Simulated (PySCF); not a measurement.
PySCF input for selenium dioxide cation (O2Se), SMILES O=[Se]=O (connectivity only; charge and spin as stated), charge +1, multiplicity 2, B3LYP-D3(BJ)/def2-TZVP. The structure is a stationary point at B3LYP-D3(BJ)/def2-TZVP. A frequency run showed that this geometry is not a minimum. The spin state was assumed, not searched.

```python
import numpy as np
from pyscf import gto, scf, dft
from pyscf.hessian import thermo

mol = gto.M(
    atom='''
    O     0.00000000   -1.41056498   -0.52661718
    Se    0.00000000    0.00000000    0.24781985
    O     0.00000000    1.41056498   -0.52661718
    ''',
    basis='def2-TZVP',
    charge=1,
    spin=1,
    max_memory=1600,
    verbose=3,
)
mf = dft.UKS(mol, xc='b3lyp').density_fit(auxbasis='def2-universal-jkfit')
mf.disp = 'd3bj'
mf.grids.level = 3
mf.conv_tol = 1e-11
mf.max_cycle = 100
mf.kernel()
fine, coarse = mf.grids, dft.Grids(mol).set(level=1).build(with_non0tab=True)
for _ in range(3):  # follow internal instabilities
    mf.grids = coarse
    mo, _, stable, _ = mf.stability(return_status=True, nroots=4)
    mf.grids = fine
    if stable:
        break
    mf.kernel(mf.make_rdm1(mo, mf.mo_occ))

# [left out here: the lines that compute and print the analytic Hessian (its translational invariance restored by hand, since the grid's response is missing), thermochemistry and intensities]
```

Output:

```

WARN: HOMO -0.348166285897648 >= LUMO -0.348166285897655

converged SCF energy = -2551.60850657748  <S^2> = 0.76439913  2S+1 = 2.0143477
<class 'pyscf.df.df_jk.DFUKS'> wavefunction is stable in the internal stability analysis

WARN: DFTD3 does not support analytical Hessian, using finite difference


WARN: Mole.unit (angstrom) is changed to Bohr

Mode                                 0                   1                   2
Irrep
Freq [cm^-1]                     -297.5646            298.2685            923.1628
Reduced mass [au]                  19.7353             19.2526             17.0372
Force const [Dyne/A]               -1.0296              1.0091              8.5547
Char temp [K]                    -428.1292            429.1419           1328.2257
Normal mode                   x     y     z       x     y     z       x     y     z
       0   O                 0.00 -0.14 -0.07   -0.00  0.09 -0.13    0.00 -0.15 -0.08
       1  Se                -0.00  0.05 -0.00    0.00  0.00  0.05   -0.00 -0.00  0.03
       2   O                 0.00 -0.14  0.07    0.00 -0.09 -0.13   -0.00  0.15 -0.08
temperature 298.1500 [K]
pressure 101325.00 [Pa]
Rotational constants [GHz] 37.00464 7.93795 6.53591
Symmetry number 2
Zero-point energy (ZPE) 0.00278 [Eh]   7305.781 [J/mol]
                           tot       elec      trans        rot        vib
Entropy [J/mol/K]       268.713      5.763    167.478     88.970      6.502
Cv [J/mol/K]             33.923      0.000     12.472     12.472      8.979
Cp [J/mol/K]             42.237      0.000     20.786     12.472      8.979
Internal energy [J/mol]                      3718.434   3718.434   8544.440
Internal energy [Eh]   -2551.60242  -2551.60851
Enthalpy [J/mol]                             6197.391   3718.434   8544.440
Enthalpy [Eh]          -2551.60148
Gibbs free energy [J/mol]                  -43736.216 -22808.071   6605.986
Gibbs free energy [Eh] -2551.63199
mode   freq/cm-1   IR/(km/mol)
   1     -297.56       444.600
   2      298.27        10.236
   3      923.16         0.002
max |gradient| / (hartree/bohr): 7.868804043284834e-05
APT charges: [0.4851 0.0308 0.4842]
```

The calculation finished and met its thresholds. The end point has an imaginary mode, so it is no minimum.
